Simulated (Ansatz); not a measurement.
Ansatz (a first-principles code) input for NMP (C₅H₉NO), SMILES CN1CCCC1=O, B3LYP-D3(BJ)/def2-SVP. 

Ansatz 0.2 input:
```yaml
crystal:
  periodic: [false, false, false]
  atoms:
    - {symbol: C, position_ang: [2.10671548, -0.10588973, 0.06749861]}
    - {symbol: N, position_ang: [0.69345201, 0.08928940, -0.08741570]}
    - {symbol: C, position_ang: [0.15844871, 0.98327628, -1.08565533]}
    - {symbol: C, position_ang: [-1.32080987, 1.10316381, -0.70277488]}
    - {symbol: C, position_ang: [-1.60303434, -0.19650590, 0.04906347]}
    - {symbol: C, position_ang: [-0.24030706, -0.62681248, 0.57486319]}
    - {symbol: O, position_ang: [-0.01471630, -1.46297822, 1.42043048]}
    - {symbol: H, position_ang: [2.59511367, 0.83062186, 0.34772382]}
    - {symbol: H, position_ang: [2.55278123, -0.47506274, -0.86035163]}
    - {symbol: H, position_ang: [2.25227348, -0.84221935, 0.85637370]}
    - {symbol: H, position_ang: [0.28318000, 0.55356499, -2.08959820]}
    - {symbol: H, position_ang: [0.68055982, 1.94400248, -1.05787006]}
    - {symbol: H, position_ang: [-1.46288104, 1.95560671, -0.03790894]}
    - {symbol: H, position_ang: [-1.95964922, 1.23591186, -1.57351419]}
    - {symbol: H, position_ang: [-2.31667355, -0.08571402, 0.86260267]}
    - {symbol: H, position_ang: [-1.96721538, -0.98130365, -0.61696125]}
basis:
  gaussian:
    orbitals: def2-SVP
hamiltonian:
  xc: b3lyp
  dispersion: d3bj
relax: {f_tol: 0.002, max_steps: 200}
```

Program output:

```
WARN ansatz: RAYON_NUM_THREADS=2 ignored (pool sized by the plan → 2); use --threads N
Functional definition: B3LYP
integrals: 0.14 GiB planned
1637 factors; integrals over basis functions are off by at most 2.7e-4 eV
mean field: 0.83 GiB planned
mean field evaluation 1: about -8853.0418 eV, gradient 6.6e1 eV
mean field evaluation 2: about -8847.7872 eV, gradient 8.5e1 eV
mean field evaluation 4: about -8862.8143 eV, gradient 5.2e0 eV
mean field evaluation 8: about -8862.9183 eV, gradient 5.1e-1 eV
mean field evaluation 16: about -8862.9188 eV, gradient 6.1e-5 eV
mean field -8862.91883363 eV, -325.7062596339 hartree, gradient 6.1e-5 eV, S^2 0.000000; 0 other end points of the search recorded, 0 dependent functions left out
the calculation of the forces begins
reference -8862.91907389 eV, -325.7062684632 hartree; 27, 27 occupied and 116, 116 virtual orbitals, 1637 factors
relax step   1: F+E_penalty+E_count = -8863.54761929 eV  Δ(F+E_penalty+E_count) = +0.000e0 eV  max|allowed force component| = 5.195e-1 eV/Å  Δτ_max = 0.0000 Å  (26 SCF iters, accepted)
these checks for a lower state are left out or cut short: starts, cluster_reference, orbital_swaps, neighbouring_geometries, increment
integrals: 0.14 GiB planned
1637 factors; integrals over basis functions are off by at most 2.8e-4 eV
mean field: 0.84 GiB planned
mean field -8862.96044225 eV, -325.7077887224 hartree, gradient 1.4e-5 eV, S^2 0.000000; 0 other end points of the search recorded, 0 dependent functions left out
the calculation of the forces begins
reference -8862.96068345 eV, -325.7077975864 hartree; 27, 27 occupied and 116, 116 virtual orbitals, 1637 factors
relax step   2: F+E_penalty+E_count = -8863.58555329 eV  Δ(F+E_penalty+E_count) = -3.793e-2 eV  max|allowed force component| = 3.209e-1 eV/Å  Δτ_max = 0.0256 Å  (31 SCF iters, accepted)
these checks for a lower state are left out or cut short: starts, cluster_reference, orbital_swaps, neighbouring_geometries, increment
integrals: 0.14 GiB planned
1637 factors; integrals over basis functions are off by at most 2.8e-4 eV
mean field: 0.84 GiB planned
mean field -8862.96653531 eV, -325.7080126383 hartree, gradient 1.4e-5 eV, S^2 0.000000; 0 other end points of the search recorded, 0 dependent functions left out
the calculation of the forces begins
reference -8862.96677672 eV, -325.7080215099 hartree; 27, 27 occupied and 116, 116 virtual orbitals, 1637 factors
relax step   3: F+E_penalty+E_count = -8863.58995880 eV  Δ(F+E_penalty+E_count) = -4.406e-3 eV  max|allowed force component| = 1.719e-1 eV/Å  Δτ_max = 0.0150 Å  (31 SCF iters, accepted)
these checks for a lower state are left out or cut short: starts, cluster_reference, orbital_swaps, neighbouring_geometries, increment
integrals: 0.14 GiB planned
1637 factors; integrals over basis functions are off by at most 2.8e-4 eV
mean field: 0.84 GiB planned
mean field evaluation 32: about -8862.9157 eV, gradient 8.2e-1 eV
mean field -8862.96715838 eV, -325.7080355357 hartree, gradient 1.4e-5 eV, S^2 0.000000; 0 other end points of the search recorded, 0 dependent functions left out
the calculation of the forces begins
reference -8862.96739968 eV, -325.7080444033 hartree; 27, 27 occupied and 116, 116 virtual orbitals, 1637 factors
relax step   4: F+E_penalty+E_count = -8863.59063823 eV  Δ(F+E_penalty+E_count) = -6.794e-4 eV  max|allowed force component| = 5.983e-2 eV/Å  Δτ_max = 0.0104 Å  (31 SCF iters, accepted)
these checks for a lower state are left out or cut short: starts, cluster_reference, orbital_swaps, neighbouring_geometries, increment
integrals: 0.14 GiB planned
1637 factors; integrals over basis functions are off by at most 2.9e-4 eV
mean field: 0.84 GiB planned
mean field -8862.96709844 eV, -325.7080333326 hartree, gradient 1.4e-5 eV, S^2 0.000000; 0 other end points of the search recorded, 0 dependent functions left out
the calculation of the forces begins
reference -8862.96733953 eV, -325.7080421927 hartree; 27, 27 occupied and 116, 116 virtual orbitals, 1637 factors
relax step   5: F+E_penalty+E_count = -8863.59099655 eV  Δ(F+E_penalty+E_count) = -3.583e-4 eV  max|allowed force component| = 2.235e-2 eV/Å  Δτ_max = 0.0139 Å  (29 SCF iters, accepted)
these checks for a lower state are left out or cut short: starts, cluster_reference, orbital_swaps, neighbouring_geometries, increment
integrals: 0.14 GiB planned
1637 factors; integrals over basis functions are off by at most 2.9e-4 eV
mean field: 0.84 GiB planned
mean field -8862.96711922 eV, -325.7080340965 hartree, gradient 9.1e-6 eV, S^2 0.000000; 0 other end points of the search recorded, 0 dependent functions left out
the calculation of the forces begins
reference -8862.96736028 eV, -325.7080429554 hartree; 27, 27 occupied and 116, 116 virtual orbitals, 1637 factors
relax step   6: F+E_penalty+E_count = -8863.59104154 eV  Δ(F+E_penalty+E_count) = -4.499e-5 eV  max|allowed force component| = 9.332e-3 eV/Å  Δτ_max = 0.0069 Å  (24 SCF iters, accepted)
these checks for a lower state are left out or cut short: starts, cluster_reference, orbital_swaps, neighbouring_geometries, increment
integrals: 0.14 GiB planned
1637 factors; integrals over basis functions are off by at most 2.8e-4 eV
mean field: 0.84 GiB planned
mean field -8862.96709352 eV, -325.7080331520 hartree, gradient 6.6e-5 eV, S^2 0.000000; 0 other end points of the search recorded, 0 dependent functions left out
the calculation of the forces begins
reference -8862.96733455 eV, -325.7080420097 hartree; 27, 27 occupied and 116, 116 virtual orbitals, 1637 factors
relax step   7: F+E_penalty+E_count = -8863.59104861 eV  Δ(F+E_penalty+E_count) = -7.068e-6 eV  max|allowed force component| = 6.651e-3 eV/Å  Δτ_max = 0.0024 Å  (20 SCF iters, accepted)
these checks for a lower state are left out or cut short: starts, cluster_reference, orbital_swaps, neighbouring_geometries, increment
integrals: 0.14 GiB planned
1637 factors; integrals over basis functions are off by at most 2.8e-4 eV
mean field: 0.84 GiB planned
mean field -8862.96710601 eV, -325.7080336110 hartree, gradient 7.0e-5 eV, S^2 0.000000; 0 other end points of the search recorded, 0 dependent functions left out
the calculation of the forces begins
reference -8862.96734707 eV, -325.7080424697 hartree; 27, 27 occupied and 116, 116 virtual orbitals, 1637 factors
relax step   8: F+E_penalty+E_count = -8863.59103553 eV  Δ(F+E_penalty+E_count) = +1.308e-5 eV  max|allowed force component| = 1.887e-2 eV/Å  Δτ_max = 0.0022 Å  (20 SCF iters, rejected (line search))
these checks for a lower state are left out or cut short: starts, cluster_reference, orbital_swaps, neighbouring_geometries, increment
integrals: 0.14 GiB planned
1637 factors; integrals over basis functions are off by at most 2.8e-4 eV
mean field: 0.84 GiB planned
mean field -8862.96709784 eV, -325.7080333107 hartree, gradient 2.8e-5 eV, S^2 0.000000; 0 other end points of the search recorded, 0 dependent functions left out
the calculation of the forces begins
reference -8862.96733888 eV, -325.7080421688 hartree; 27, 27 occupied and 116, 116 virtual orbitals, 1637 factors
relax step   9: F+E_penalty+E_count = -8863.59105472 eV  Δ(F+E_penalty+E_count) = -6.110e-6 eV  max|allowed force component| = 1.237e-3 eV/Å  Δτ_max = 0.0010 Å  (21 SCF iters, accepted)
integrals: 0.14 GiB planned
1637 factors; integrals over basis functions are off by at most 2.8e-4 eV
mean field: 0.84 GiB planned
mean field evaluation 64: about -8862.9177 eV, gradient 1.3e-1 eV
mean field -8862.96709784 eV, -325.7080333107 hartree, gradient 2.8e-5 eV, S^2 0.000000; 1 other end points of the search recorded, 0 dependent functions left out
the calculation of the forces begins
reference -8862.96733888 eV, -325.7080421688 hartree; 27, 27 occupied and 116, 116 virtual orbitals, 1637 factors
Total energy: -8863.59129576 eV, -325.7309721613 hartree
Atom 0 at     2.115398    -0.110944     0.073573 Å, force     0.000438     0.000136     0.000424 eV/Å
Atom 1 at     0.702037     0.119958    -0.074743 Å, force    -0.001113     0.000974    -0.001033 eV/Å
Atom 2 at     0.154160     0.995791    -1.093094 Å, force     0.000821    -0.000259     0.000133 eV/Å
Atom 3 at    -1.331561     1.108107    -0.701150 Å, force    -0.000306     0.000049    -0.000114 eV/Å
Atom 4 at    -1.608814    -0.202453     0.044179 Å, force    -0.000102     0.000532    -0.000497 eV/Å
Atom 5 at    -0.244243    -0.621286     0.591863 Å, force     0.001237    -0.000811     0.000898 eV/Å
Atom 6 at    -0.017465    -1.467640     1.433129 Å, force    -0.000242     0.000117    -0.000528 eV/Å
Atom 7 at     2.648317     0.821770     0.327397 Å, force    -0.000058     0.000005    -0.000088 eV/Å
Atom 8 at     2.558716    -0.518917    -0.853510 Å, force     0.000151    -0.000191     0.000005 eV/Å
Atom 9 at     2.252888    -0.839231     0.884480 Å, force    -0.000019    -0.000081     0.000261 eV/Å
Atom 10 at     0.283051     0.558469    -2.104225 Å, force    -0.000168    -0.000074     0.000296 eV/Å
Atom 11 at     0.669130     1.971408    -1.093887 Å, force    -0.000229    -0.000318    -0.000177 eV/Å
Atom 12 at    -1.466409     1.962729    -0.019834 Å, force     0.000113    -0.000120     0.000201 eV/Å
Atom 13 at    -1.981480     1.270631    -1.572343 Å, force    -0.000195     0.000095     0.000212 eV/Å
Atom 14 at    -2.343287    -0.125889     0.857457 Å, force    -0.000175     0.000023     0.000086 eV/Å
Atom 15 at    -1.953201    -1.003553    -0.632786 Å, force    -0.000153    -0.000077    -0.000081 eV/Å
Dipole moment:     0.017169     0.527250    -0.554987 e Å
```

The calculation finished and met its thresholds.
